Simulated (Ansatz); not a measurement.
Species: Sc, charge 0, doublet.

Total energies in hartree (Ansatz, a first-principles code). UHF or UKS for unpaired electrons; spin-orbit terms are left out. The -DK rows use spin-free X2C, correlate 3s3p of the metal (1s2s2p frozen) and give its partners the cc-pVXZ-DK valence sets. The determinant of Sc ([Sc], doublet) is a saddle point of the SCF energy; a lower one exists, which strains HF and MP2. Open-shell metal atoms are single determinants of the lowest configuration found, not pure terms.

| species | HF/cc-pwCVTZ-DK | CCSD(T)/cc-pwCVTZ-DK | HF/cc-pwCVQZ-DK | CCSD(T)/cc-pwCVQZ-DK | CCSDT(Q)/cc-pwCVQZ-DK |
|---|---|---|---|---|---|
| 1: Sc (doublet) | -763.28739 | -763.66269 | -763.28822 | -763.67607 | -763.67745 |
| 2: Sc (quartet) | -763.24665 | -763.60673 | -763.24767 | -763.62223 | -763.62303 |

Problem. Work out the quartet-doublet gap (Sc (quartet) against Sc (doublet), E(quartet) - E(doublet)) in eV: take Hartree-Fock from cc-pwCVQZ-DK, extrapolate the CCSD(T) correlation energy as X^-3 (X = 3, 4), and add CCSDT(Q) - CCSD(T) in cc-pwCVQZ-DK. 1 hartree = 27.211 eV.

Solution. 
Species 1: correlation (64·(-0.38785) - 27·(-0.37530))/37 = -0.39701; step -0.00138; E1 = -763.28822 + (-0.39701) + (-0.00138) = -763.68661
Species 2: correlation (64·(-0.37456) - 27·(-0.36008))/37 = -0.38513; step -0.00080; E2 = -763.24767 + (-0.38513) + (-0.00080) = -763.63360
-1·E1 +1·E2 = 0.05301 hartree = 1.44 eV.
